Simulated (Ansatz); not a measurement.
A search over several starts for the lowest SCF solution of the cluster Al4B2 at the given spin, in a small basis.

```yaml
crystal:
  periodic: [false, false, false]
  atoms:
    - {symbol: B, position_ang: [0.093696, 0.078699, 0.000758]}
    - {symbol: B, position_ang: [-0.851178, -0.624050, -1.125958]}
    - {symbol: Al, position_ang: [0.076608, 0.051584, 2.201513]}
    - {symbol: Al, position_ang: [-1.888745, -0.836004, 0.612292]}
    - {symbol: Al, position_ang: [0.811096, -0.068168, -2.131084]}
    - {symbol: Al, position_ang: [1.758523, 1.397928, 0.442470]}
basis:
  gaussian: {orbitals: def2-SVP, initial_orbitals: start.molden}
magnetization: {spin_polarized: true, initial_magnetization: 2}
hamiltonian: {xc: pbe, dispersion: d4}
output: {orbitals: {seedname: orbitals}}
```

The file start.molden holds the orbitals of an earlier run on this structure, at another level or in another basis.

```sh
$ ansatz run in.yaml --threads 4 --pin off --events-out ev --progress --plain --max-ram 4787MiB
```

Shortened log:

```
Functional definition: PBE
1080 factors; their error is unknown
mean field evaluation 1: about -27710.6211 eV, gradient 2.6e0 eV
mean field evaluation 2: about -27710.6739 eV, gradient 1.1e-1 eV
mean field evaluation 4: about -27710.6054 eV, gradient 8.2e-3 eV
mean field evaluation 8: about -27678.7318 eV, gradient 6.4e1 eV
mean field evaluation 16: about -27710.5692 eV, gradient 2.8e0 eV
mean field evaluation 32: about -27710.6054 eV, gradient 1.4e-4 eV
mean field evaluation 64: about -27710.2254 eV, gradient 2.6e0 eV
mean field evaluation 96: about -27709.7131 eV, gradient 1.3e0 eV
mean field -27710.60537324 eV, -1018.3459645435 hartree, gradient 2.6e-5 eV, S^2 2.020291; 8 other end points of the search recorded, 0 dependent functions left out
reference -27710.60540874 eV, -1018.3459658483 hartree; 32, 30 occupied and 68, 70 virtual orbitals, 1080 factors
Total energy: -27710.90396373 eV, -1018.3569375417 hartree
```

Run time 4.1 s (4 threads of INTEL XEON PLATINUM 8581C on a shared host).

At PBE0-D4/def2-TZVP a singlet of charge 0 lies 0.21 eV below the triplet, each at its own geometry. The structure comes from a short search, and lower isomers may exist.
